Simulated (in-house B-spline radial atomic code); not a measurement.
## Response and correlation of Zn¹²⁺

Closed shell [Ne] 3s2 3p6. Computed with a B-spline radial code for spherical atoms: Dirac-Hartree-Fock, relativistic RPA (time-dependent Dirac-Hartree-Fock) for the response and second-order many-body perturbation theory for correlation, no-pair Dirac-Coulomb Hamiltonian, finite nucleus.

| multipole (bohr³, bohr⁵, bohr⁷) | uncoupled | coupled RPA |
| --- | --- | --- |
| dipole | 0.24696 | 0.22482 |
| quadrupole | 0.071377 | ? |
| octupole | 0.057098 | 0.069551 |

Problem. What is the coupled quadrupole polarisability?

Solution. 0.078212 atomic units, +10 % against the uncoupled value.

Problem. Which subshells carry the dipole polarisability?

Solution. 3p3/2 66.3 %, 3p1/2 31.0 %, 3s1/2 2.4 %.

Problem. What does the dipole shielding factor come to?

Solution. The dipole shielding factor is 0.600, against the exact N/Z = 18/30 = 0.600 of the non-relativistic theorem.

Dipole polarisability at imaginary frequency:

```
u (Eh)  α(iu) (bohr³)
     0         0.2248
  2.34          0.164
  7.03        0.06308
  14.1        0.02636
  23.4        0.01308
  46.9        0.00468
  93.7       0.001514
   234      0.0002876
```

Problem. What dispersion coefficients follow for two such ions (the dispersion part alone)?

Solution. C6 = (3/π)∫α(iu)²du = 0.1595 hartree·bohr⁶ and C8 = 0.374 hartree·bohr⁸.

Lowest J = 1 odd-parity excitations:

| energy (eV) | oscillator strength | leading channel | weight |
| --- | --- | --- | --- |
| 65.568 | 0.000537 | 3p3/2 → d3/2 | 0.652 |
| 75.366 | 0.0153 | 3p1/2 → d3/2 | 0.496 |
| 93.976 | 2.2 | 3p3/2 → d5/2 | 0.517 |
| 202.92 | 0.178 | 3p3/2 → s1/2 | 0.948 |
| 207.05 | 0.204 | 3p1/2 → s1/2 | 0.947 |
| 245.11 | 0.0262 | 3p3/2 → d3/2 | 0.604 |
| 247.64 | 0.797 | 3p3/2 → d5/2 | 0.642 |
| 251.82 | 0.302 | 3p1/2 → d3/2 | 0.949 |

Second-order correlation energy by the highest angular momentum of the excited pair (hartree): s -0.02039, p -0.1665, d -0.4831, f -0.1221, g -0.04825, h -0.018, i -0.008237, k -0.004274.

Problem. What is the second-order correlation energy at the partial-wave limit?

Solution. The listed waves sum to -0.87089 hartree; extrapolating the increments as (l + 1/2)⁻⁴ gives -0.87962 hartree, -1.33 eV per electron.
